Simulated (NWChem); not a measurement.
System meant: CH₅NSTi; SMILES [CH3][Ti]([NH2])=[S]

Here is an NWChem input.

```
start job
memory heap 200 mb stack 900 mb global 1100 mb
geometry units angstroms noautoz
  Ti     0.042212    -0.233731     0.176799
  S      0.006186     1.808609    -0.072390
  N      1.600304    -1.010698    -0.480269
  H      2.425601    -0.520386    -0.817081
  H      1.641657    -1.986163    -0.777244
  C     -1.727675    -1.131993    -0.434579
  H     -1.704467    -2.224510    -0.260518
  H     -1.851835    -0.956275    -1.517913
  H     -2.610462    -0.702356     0.069289
end
basis spherical
  Ti library def2-svp
  S library def2-svp
  N library def2-svp
  H library def2-svp
  C library def2-svp
end
dft
  xc xpbe96 cpbe96
  iterations 4
  mulliken
end
task dft energy
```

End of the output:

```
    Atom       Charge   Shell Charges
 -----------   ------   -------------------------------------------------------
    1 Ti  22    27.82   2.00  2.00  1.93  0.46  0.11  5.99  5.80  0.64  6.81  2.03  0.03
    2 S   16    12.51   2.00  1.95  0.95  0.73  5.70  0.59  0.53  0.06
    3 N    7     5.57   1.96  0.66  0.46  1.26  1.20  0.03
    4 H    1     0.92   0.61  0.22  0.08
    5 H    1     0.93   0.62  0.23  0.08
    6 C    6     5.39   1.96  0.54  0.35  1.31  1.19  0.05
    7 H    1     0.98   0.63  0.30  0.05
    8 H    1     0.94   0.61  0.28  0.05
    9 H    1     0.94   0.60  0.29  0.05

 center of mass
 --------------
 x =   0.02967953 y =   0.11095472 z =   0.04826880

 moments of inertia (a.u.)
 ------------------
         557.158556420120          -0.000000000000           0.000000000001
          -0.000000000000         365.624935563742          -0.000000000003
           0.000000000001          -0.000000000003         859.099032623720

     Multipole analysis of the density
     ---------------------------------

     L   x y z        total         alpha         beta         nuclear
     -   - - -        -----         -----         ----         -------
     0   0 0 0     -0.000000    -28.000000    -28.000000     56.000000

     1   1 0 0      1.210571      0.605286      0.605286      0.000000
     1   0 1 0      9.146077      4.573039      4.573039     -0.000000
     1   0 0 1     -5.812804     -2.906402     -2.906402      0.000000

     2   2 0 0     -0.374153   -102.547974   -102.547974    204.721796
     2   1 1 0     -5.327779     -5.839213     -5.839213      6.350646
     2   1 0 1     -2.105576     -0.655882     -0.655882     -0.793812
     2   0 2 0     18.100494   -133.459953   -133.459953    285.020399
     2   0 1 1      2.427658     -1.415210     -1.415210      5.258077
     2   0 0 2    -29.146430    -24.554940    -24.554940     19.963450

 ------------------------------------------------------------------------
 dft energy failed                                                                                  0
 ------------------------------------------------------------------------
 ------------------------------------------------------------------------
  current input line :
    26: task dft energy
 ------------------------------------------------------------------------
 ------------------------------------------------------------------------
 This type of error is most commonly associated with calculations not reaching convergence criteria
 ------------------------------------------------------------------------
 For more information see the NWChem manual at https://nwchemgit.github.io

0:dft energy failed:Received an Error in Communication
```

### Question
What is wrong, and how is it mended?

### Answer
Convergence was not reached. Cause: the SCF was allowed too few iterations. This input runs:
```
start job
memory heap 200 mb stack 900 mb global 1100 mb
geometry units angstroms noautoz
  Ti     0.042212    -0.233731     0.176799
  S      0.006186     1.808609    -0.072390
  N      1.600304    -1.010698    -0.480269
  H      2.425601    -0.520386    -0.817081
  H      1.641657    -1.986163    -0.777244
  C     -1.727675    -1.131993    -0.434579
  H     -1.704467    -2.224510    -0.260518
  H     -1.851835    -0.956275    -1.517913
  H     -2.610462    -0.702356     0.069289
end
basis spherical
  Ti library def2-svp
  S library def2-svp
  N library def2-svp
  H library def2-svp
  C library def2-svp
end
dft
  xc xpbe96 cpbe96
  iterations 150
  mulliken
end
task dft energy
```
It converges to -1342.76498 Ha (PBE/def2-SVP).
